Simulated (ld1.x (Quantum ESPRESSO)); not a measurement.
selenium (Se): excitation energies, all-electron against TM

selenium (Se), norm-conserving Troullier–Martins (Kleinman–Bylander form), made with ld1.x (Quantum ESPRESSO) 7.5 (LDA (PZ), fully relativistic). Core [Ar] 3d10, reference 4s2 4p4. Waves: 4p (bound): rc 1.95 bohr; 4s (bound): rc 1.60 bohr. Local part: the s channel. Core correction: a·sin(br)/r model core inside 1.15 bohr.

Open shells are filled in proportion to 2j + 1 (rel_dist='average').

Energies are relative to the spin-unpolarised reference configuration 4s2 4p4; without spin polarisation the order of configurations can differ from experiment.

| valence configuration | charge | ΔE all-electron (eV) | error AE − PS (meV) |
| --- | --- | --- | --- |
| 4s2 4p2 | +2 | 31.577 | -36 |
| 4s2 4p1 | +3 | 62.739 | -81 |
| 4s1 4p5 | 0 | 10.931 | -9.4 |
| 4s2 4p3.5 | +0.5 | 4.390 | -1.6 |
| 4s0 4p6 | 0 | 22.079 | -42 |

(1) What are ΔE and the potential's error for 4s1 4p4?

(2) What are ΔE and the potential's error for 4s2 4p3?

Levels in the configuration 4s1 4p5:

```
   level  all-electron (eV)  pseudo (eV)
4s j=1/2            -18.313      -18.346
4p j=1/2             -7.543       -7.555
4p j=3/2             -7.135       -7.148
```

Note: ghost state, extra bound levels that the all-electron valence spectrum of the same l lacks: p1/2 at -31.2 eV. A true bound ghost makes a file unfit for plane-wave use.

Answers

(1) ΔE = 22.590 eV all-electron; the error (AE − PS) is -34 meV.

(2) ΔE = 11.013 eV all-electron; the error (AE − PS) is -7.6 meV.
